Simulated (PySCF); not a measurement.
One of the candidates below gave these computed data.

- UV, first state: lowest singlet excitation: 5.32 eV (233 nm, f = 0.001) [TDDFT B3LYP/def2-SVPD]
- Rotational structure: rotational constants A, B, C: 2.927, 2.630, 1.436 GHz [PBE0-D3(BJ)/def2-SVP]
- Triplet: lowest triplet excitation (Tamm–Dancoff): 4.80 eV [TDA B3LYP/def2-SVPD]
- 13C NMR: chemical shifts (computed TMS as zero) by class: 40.3 (2 C) ppm [GIAO PBE0/pcSseg-1]
- UV, strongest line: among the 10 lowest singlet transitions: S2 at 5.62 eV (221 nm, f = 0.108) [TDDFT B3LYP/def2-SVPD]
- Dipole: 3.12 D [B3LYP/def2-SVPD]
- NMR, other nuclei: isotropic shieldings of nuclei other than C and H, by class: 47 (1 B), 248 (1 F), 503 (2 S) ppm [GIAO PBE0/pcSseg-1]

The electronic properties come from PySCF, for the isolated species, density fitting. Levels stand in brackets. Geometry: PBE0-D3(BJ)/def2-SVP, one conformer, isolated molecule. NMR classes are plain means over equivalent atoms (diastereotopic ones count apart unless rotation or inversion swaps them), as if these changed places fast.

Task: Which candidate is it?
A. `F[C@H]1CSBS1`
B. `FC(F)(F)CS`
C. `[H]B([H])C(F)(F)F`
D. `FB1SCCS1`

Result: D. It is `FB1SCCS1`. Numbering: `[F:1][B:2]1[S:3][CH2:4][CH2:5][S:6]1`. 2 carbons fall into 1 class: ring sp3 carbon bound to sulfur [C4/C5] (40.3 ppm, 2 C). The other shieldings belong to: 47 ppm, three-coordinate boron [B2]; 248 ppm, boron-bound fluorine [F1]; 503 ppm, sulfur bonded to B and C [S3/S6]. The optimised geometry has point group C2 and is an asymmetric top.

The others, at the same levels:
- `F[C@H]1CSBS1` fails: it has 2 carbon classes against 1; its computed 13C shifts are 106.0 (1 C), 49.1 (1 C) ppm, rotational constant A is 3.301 GHz (against 2.927 GHz) and smallest rotational constant is 1.649 GHz (against 1.436 GHz).
- `FC(F)(F)CS` fails: it has 2 carbon classes against 1; its computed 13C shifts are 129.9 (1 C), 32.8 (1 C) ppm, rotational constant A is 5.284 GHz (against 2.927 GHz) and smallest rotational constant is 1.771 GHz (against 1.436 GHz).
- `[H]B([H])C(F)(F)F` fails: it has 1 carbon where the 13C data count 2; its computed 13C shifts are 130.3 (1 C) ppm, rotational constant A is 5.686 GHz (against 2.927 GHz) and smallest rotational constant is 5.105 GHz (against 1.436 GHz).

Each candidate is one conformer, not necessarily the lowest. The conformers computed, where there is a choice (atom-mapped SMILES and torsion angles):
- `[F:1][C:2]([F:3])([F:4])[CH2:5][SH:6]`: F1–C2–C5–S6 -60°, H–S6–C5–C2 67°
